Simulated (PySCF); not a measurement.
H3NSZn, SMILES [NH2][Zn][SH].

Coordinates come from a B3LYP-D3(BJ)/def2-TZVP optimisation. The values are those of a single conformer.

Method: PBE0/def2-TZVPD run with PySCF.

Gas-phase values at a fixed geometry.

Computed frontier levels, gap, dipole moment and polarisability:
```
Property                                                                                                       Result
---------------------------------------------------------------------------------------------  ----------------------
highest occupied level                                                                                       -7.16 eV
lowest empty level                                                                                           -0.85 eV
orbital gap                                                                                                   6.31 eV
dipole moment                                                                                                  2.01 D
quadrupole, principal values (traceless, Buckingham form, about the centre of nuclear charge)   -5.02, 2.38, 2.64 D·Å
mean static polarisability                                                                       57.7 bohr³ (8.55 Å³)
polarisability, principal values                                                               47.1, 48.0, 78.0 bohr³
```
